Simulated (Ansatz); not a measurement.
Compare A (`C/C(Cl)=C(\F)[SiH3]`) with its isomer B (`F/C(=C/Cl)C[SiH3]`).

Isolated molecules relaxed with PBE0-D4/def2-TZVP in Ansatz; ΔE leaves out vibrations. CBS: MP2 limit from def2 TZ/QZ plus the TZ coupled-cluster correction, frozen cores. Double bonds are as drawn, so ΔE can hold a change between cis and trans. DFT in def2-TZVPP. One conformer a species, not always the lowest.

Which isomer does CCSD(T)/CBS put lower? Give the gap. (Best estimate.)

Ansatz gave: B, by 3.5 kJ/mol.

Give E(B) − E(A) in kJ/mol with r2SCAN-D4, ωB97M-V, MP2/def2-TZVPP, CCSD/def2-TZVPP, B2PLYP, HF/def2-TZVPP, PBE-D4. (Best estimate.)

The calculation gave: r2SCAN-D4 -4.2, ωB97M-V -5.3, MP2/def2-TZVPP -5.1, CCSD/def2-TZVPP -6.9, B2PLYP -4.5, HF/def2-TZVPP -10.0, PBE-D4 -3.3. None reverses the order clearly.

Largest T1 diagnostic: 0.012.

In def2-TZVPP, CCSD(T) changes the Hartree–Fock value by +4.8 kJ/mol (the triples alone add +1.7 kJ/mol) and MP2 by +4.9 kJ/mol.
